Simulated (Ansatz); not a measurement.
Born–Oppenheimer molecular dynamics of a periodic cell of 27 atoms, H3C3NO2 (contents 3 CH3CN + 3 CO2, density as packed 1.03 g/cm³ with natural masses). It goes on from the last frame of an earlier run, with new velocities.

The calculation used DFT PBE-D3(BJ), scalar-relativistic, plane waves, PAW (Ansatz). Settings: accuracy low, cutoff 420 eV, k mesh 1x1x1, fermi-dirac smearing 0.02 eV, no spin polarisation.

```
ensemble        : NVT, Langevin thermostat
time step       : 0.5 fs
steps asked     : 200
set temperature : 400 K
friction        : 0.05 /fs
seed            : 505101
```

Frames 0.5 fs apart, positions in Å.

Velocities at 45.0 fs (Å/ps):

```
C -3.63 0.01 -6.77
C 4.29 -6.60 0.40
N -3.66 -2.53 -6.17
H 16.95 -14.27 15.54
H 6.84 12.37 32.21
H 8.74 34.95 -25.58
C -1.74 -7.09 -5.66
C -8.08 6.80 3.87
N 2.66 -1.36 0.36
H 10.98 20.05 -11.26
H 25.25 2.56 18.51
H 0.43 6.91 39.58
C -4.81 1.54 -5.18
C -5.03 -3.47 -6.73
N 2.02 -6.46 -0.29
H -8.90 -0.99 11.06
H 9.17 45.18 14.81
H -3.03 -6.96 32.77
C 0.55 2.38 -3.53
O -1.21 -1.83 4.02
O 4.84 -3.66 0.70
C -3.68 2.32 -2.89
O 2.19 -5.81 -0.22
O 5.55 -1.96 -0.62
C 6.65 -0.62 -7.24
O 3.02 -1.10 4.95
O 4.97 2.38 3.15
```

```xyz
27
Lattice="7.4476 0.0000 0.0000 0.0000 7.4476 0.0000 0.0000 0.0000 7.4476" Properties=species:S:1:pos:R:3 time_fs=45.0 energy_less_start_eV=0.216 T=344
C 5.822 5.730 4.947
C 5.836 7.103 5.291
N 5.691 8.229 5.497
H 5.900 5.616 3.928
H 6.756 5.232 5.354
H 4.930 5.300 5.489
C 3.370 0.752 2.332
C 4.231 -0.034 1.371
N 4.974 -0.612 0.656
H 2.441 0.195 2.407
H 3.660 0.861 3.395
H 3.200 1.697 1.800
C -0.374 1.865 2.466
C 0.595 2.868 2.697
N 1.455 3.514 3.096
H -0.012 0.941 2.022
H -0.803 1.671 3.508
H -1.111 2.189 1.635
C 1.821 5.873 4.152
O 2.665 5.505 4.901
O 0.938 6.276 3.542
C 2.648 1.847 6.096
O 2.890 0.928 5.378
O 2.220 2.707 6.741
C 4.875 3.555 0.856
O 5.304 3.209 -0.176
O 4.335 3.861 1.871
27
Lattice="7.4476 0.0000 0.0000 0.0000 7.4476 0.0000 0.0000 0.0000 7.4476" Properties=species:S:1:pos:R:3 time_fs=45.5 energy_less_start_eV=0.230 T=335
C 5.820 5.731 4.944
C 5.838 7.100 5.292
N 5.689 8.228 5.494
H 5.907 5.608 3.932
H 6.758 5.239 5.370
H 4.936 5.317 5.474
C 3.370 0.748 2.329
C 4.227 -0.030 1.373
N 4.976 -0.613 0.655
H 2.446 0.205 2.401
H 3.672 0.864 3.404
H 3.199 1.701 1.821
C -0.377 1.867 2.463
C 0.593 2.866 2.694
N 1.456 3.511 3.095
H -0.015 0.941 2.026
H -0.798 1.693 3.513
H -1.112 2.185 1.653
C 1.822 5.875 4.151
O 2.664 5.505 4.903
O 0.940 6.274 3.543
C 2.647 1.848 6.095
O 2.891 0.926 5.378
O 2.223 2.706 6.741
C 4.878 3.555 0.853
O 5.305 3.209 -0.174
O 4.338 3.862 1.872
27
Lattice="7.4476 0.0000 0.0000 0.0000 7.4476 0.0000 0.0000 0.0000 7.4476" Properties=species:S:1:pos:R:3 time_fs=46.0 energy_less_start_eV=0.232 T=328
C 5.819 5.731 4.941
C 5.840 7.096 5.293
N 5.688 8.228 5.491
H 5.910 5.599 3.927
H 6.759 5.250 5.382
H 4.942 5.332 5.457
C 3.369 0.743 2.324
C 4.223 -0.026 1.375
N 4.976 -0.614 0.654
H 2.447 0.214 2.396
H 3.683 0.869 3.410
H 3.197 1.706 1.844
C -0.380 1.867 2.461
C 0.591 2.864 2.691
N 1.457 3.508 3.094
H -0.017 0.941 2.029
H -0.794 1.715 3.515
H -1.114 2.179 1.673
C 1.824 5.876 4.151
O 2.663 5.504 4.905
O 0.942 6.272 3.544
C 2.645 1.848 6.094
O 2.891 0.923 5.378
O 2.226 2.706 6.741
C 4.881 3.554 0.851
O 5.306 3.210 -0.172
O 4.341 3.864 1.873
27
Lattice="7.4476 0.0000 0.0000 0.0000 7.4476 0.0000 0.0000 0.0000 7.4476" Properties=species:S:1:pos:R:3 time_fs=46.5 energy_less_start_eV=0.220 T=330
C 5.818 5.729 4.938
C 5.842 7.094 5.294
N 5.688 8.228 5.488
H 5.909 5.590 3.915
H 6.760 5.263 5.393
H 4.948 5.345 5.440
C 3.369 0.739 2.320
C 4.220 -0.023 1.376
N 4.976 -0.615 0.653
H 2.446 0.222 2.393
H 3.697 0.873 3.415
H 3.193 1.712 1.865
C -0.382 1.868 2.459
C 0.589 2.862 2.688
N 1.459 3.505 3.093
H -0.017 0.940 2.032
H -0.791 1.736 3.514
H -1.116 2.172 1.695
C 1.827 5.877 4.151
O 2.663 5.504 4.907
O 0.943 6.270 3.544
C 2.644 1.847 6.093
O 2.891 0.921 5.378
O 2.228 2.706 6.741
C 4.884 3.554 0.850
O 5.308 3.212 -0.169
O 4.344 3.865 1.874
27
Lattice="7.4476 0.0000 0.0000 0.0000 7.4476 0.0000 0.0000 0.0000 7.4476" Properties=species:S:1:pos:R:3 time_fs=47.0 energy_less_start_eV=0.197 T=339
C 5.818 5.727 4.935
C 5.843 7.092 5.294
N 5.688 8.227 5.485
H 5.904 5.578 3.899
H 6.760 5.277 5.406
H 4.952 5.354 5.424
C 3.369 0.734 2.316
C 4.218 -0.019 1.377
N 4.976 -0.616 0.652
H 2.438 0.230 2.390
H 3.712 0.878 3.414
H 3.184 1.720 1.886
C -0.384 1.869 2.457
C 0.588 2.860 2.684
N 1.461 3.503 3.092
H -0.016 0.937 2.031
H -0.791 1.755 3.510
H -1.117 2.168 1.720
C 1.830 5.878 4.151
O 2.661 5.503 4.910
O 0.944 6.269 3.543
C 2.642 1.846 6.091
O 2.891 0.919 5.378
O 2.231 2.706 6.742
C 4.885 3.554 0.850
O 5.309 3.213 -0.167
O 4.347 3.865 1.874
27
Lattice="7.4476 0.0000 0.0000 0.0000 7.4476 0.0000 0.0000 0.0000 7.4476" Properties=species:S:1:pos:R:3 time_fs=47.5 energy_less_start_eV=0.158 T=361
C 5.818 5.726 4.932
C 5.845 7.091 5.295
N 5.688 8.227 5.482
H 5.897 5.568 3.881
H 6.756 5.290 5.422
H 4.954 5.360 5.411
C 3.370 0.730 2.312
C 4.217 -0.015 1.378
N 4.976 -0.616 0.652
H 2.425 0.236 2.387
H 3.729 0.883 3.407
H 3.174 1.729 1.906
C -0.386 1.868 2.455
C 0.586 2.859 2.681
N 1.463 3.500 3.091
H -0.013 0.934 2.029
H -0.794 1.774 3.502
H -1.119 2.167 1.743
C 1.834 5.878 4.153
O 2.659 5.503 4.913
O 0.945 6.268 3.541
C 2.640 1.844 6.089
O 2.892 0.918 5.377
O 2.233 2.707 6.744
C 4.884 3.553 0.850
O 5.311 3.213 -0.166
O 4.350 3.865 1.874
27
Lattice="7.4476 0.0000 0.0000 0.0000 7.4476 0.0000 0.0000 0.0000 7.4476" Properties=species:S:1:pos:R:3 time_fs=48.0 energy_less_start_eV=0.119 T=374
C 5.818 5.724 4.929
C 5.846 7.091 5.295
N 5.688 8.227 5.479
H 5.888 5.558 3.864
H 6.750 5.303 5.437
H 4.953 5.363 5.399
C 3.370 0.725 2.309
C 4.217 -0.010 1.379
N 4.975 -0.616 0.652
H 2.407 0.239 2.384
H 3.746 0.887 3.396
H 3.165 1.739 1.927
C -0.388 1.866 2.455
C 0.585 2.857 2.678
N 1.465 3.497 3.090
H -0.009 0.931 2.027
H -0.799 1.789 3.491
H -1.120 2.169 1.765
C 1.839 5.878 4.156
O 2.658 5.502 4.915
O 0.946 6.267 3.540
C 2.637 1.842 6.086
O 2.894 0.917 5.377
O 2.235 2.708 6.745
C 4.882 3.552 0.851
O 5.312 3.214 -0.165
O 4.354 3.865 1.875
27
Lattice="7.4476 0.0000 0.0000 0.0000 7.4476 0.0000 0.0000 0.0000 7.4476" Properties=species:S:1:pos:R:3 time_fs=48.5 energy_less_start_eV=0.088 T=368
C 5.817 5.721 4.927
C 5.848 7.091 5.295
N 5.689 8.227 5.476
H 5.878 5.546 3.845
H 6.741 5.317 5.449
H 4.949 5.364 5.389
C 3.371 0.720 2.306
C 4.218 -0.007 1.379
N 4.973 -0.616 0.653
H 2.389 0.243 2.381
H 3.763 0.890 3.382
H 3.157 1.749 1.948
C -0.390 1.865 2.455
C 0.585 2.854 2.675
N 1.467 3.494 3.088
H -0.003 0.927 2.023
H -0.807 1.803 3.479
H -1.124 2.172 1.784
C 1.843 5.877 4.160
O 2.657 5.502 4.917
O 0.947 6.266 3.537
C 2.635 1.839 6.083
O 2.894 0.916 5.378
O 2.237 2.709 6.747
C 4.880 3.551 0.852
O 5.314 3.215 -0.163
O 4.358 3.863 1.874
```

Of the whole run (100 fs, mean temperature of the second half 365 K): A run of 0.1 ps of so small a system gives no equilibrium averages. The SCF threshold is loose, so the forces are noisy. Limits of this set-up: coarse k mesh, low accuracy level.

Run time: 5.1 min on 1 thread of Arm Neoverse V1, on a shared host, peak memory 0.42 GiB.
